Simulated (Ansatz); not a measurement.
Total energies of SiMe(OiPr)3 (C₁₀H₂₄O₃Si) from Ansatz at PBE0-D4/def2-TZVP, gas phase (1 Eh = 27.2114 eV = 2625.5 kJ/mol). The reference geometry is relaxed at PBE-D4/def2-SVP.

```json
{"state": "charge 0 singlet", "geometry": "reference", "energy (Eh)": "-910.27132"}
{"state": "charge 1 doublet", "geometry": "reference", "energy (Eh)": "-909.92789"}
{"state": "charge 1 doublet", "geometry": "relaxed at PBE-D4/def2-SVP", "energy (Eh)": "-909.93704"}
{"state": "charge -1 doublet", "geometry": "reference", "energy (Eh)": "-910.20655"}
{"state": "charge -1 doublet", "geometry": "relaxed at PBE-D4/def2-SVP", "energy (Eh)": "-910.20692"}
{"state": "free Si atom (triplet)", "geometry": "–", "energy (Eh)": "-289.24943"}
{"state": "free C atom (triplet)", "geometry": "–", "energy (Eh)": "-37.80537"}
{"state": "free H atom (doublet)", "geometry": "–", "energy (Eh)": "-0.50104"}
{"state": "free O atom (triplet)", "geometry": "–", "energy (Eh)": "-75.01860"}
```

Single mean-field runs in def2-TZVP are fitted with def2-universal-jkfit.

Q: Work out the vertical ionisation energy to the doublet.

A: E(charge 1 doublet) − E(charge 0 singlet) = -909.92789 − (-910.27132) = 0.34343 Eh = 9.35 eV. For comparison, −ε of the highest occupied level is 7.83 eV at this level, 1.52 eV less.

Q: Work out the vertical electron affinity, to the doublet.

A: E(charge 0 singlet) − E(charge -1 doublet) = -910.27132 − (-910.20655) = -0.06477 Eh = -1.76 eV; negative, so the extra electron isn't bound. The basis lacks diffuse functions, which makes affinities too small.

Q: Give the fundamental gap IE − EA, the Mulliken electronegativity (IE + EA)/2 and the hardness (IE − EA)/2.

A: From the values in Eh: IE − EA = 0.34343 − (-0.06477) = 0.40820 Eh = 11.11 eV; (IE + EA)/2 = 3.79 eV; (IE − EA)/2 = 5.55 eV. The HOMO–LUMO gap of the same run is 8.55 eV, 2.56 eV smaller than the fundamental gap.

Q: How much does the charge 1 doublet relax, and what is the adiabatic ionisation energy?

A: Relaxation: -909.92789 − (-909.93704) = 0.00915 Eh = 0.25 eV. Adiabatic ionisation energy: 0.33428 Eh = 9.10 eV, without zero-point energy. 

Q: How much does the charge -1 doublet relax, and what is the adiabatic electron affinity?

A: Relaxation: -910.20655 − (-910.20692) = 0.00037 Eh = 0.01 eV. Adiabatic electron affinity: -0.06440 Eh = -1.75 eV, without zero-point energy. 

Q: What is the binding energy per atom against free atoms?

A: Atoms: 1 × (-289.24943) + 10 × (-37.80537) + 24 × (-0.50104) + 3 × (-75.01860) = -904.38389 Eh. Binding: -904.38389 − (-910.27132) = 5.88743 Eh = 160.21 eV, or 4.22 eV for each of 38 atoms (no zero-point energy, no counterpoise term).

At PBE0-D4/def2-TZVP the highest occupied level of the charge -1 doublet lies above zero (up to 2.88 eV). By energy differences it is unbound by 1.76 eV (vertical, against the charge 0 singlet, at PBE0-D4/def2-TZVP) and held by the finite basis. At PBE0-D4/def2-TZVP the highest occupied level of the relaxed charge -1 doublet lies above zero (up to 2.66 eV). By energy differences it is unbound by 1.75 eV (each at its own geometry, against the charge 0 singlet, at PBE0-D4/def2-TZVP) and held by the finite basis.
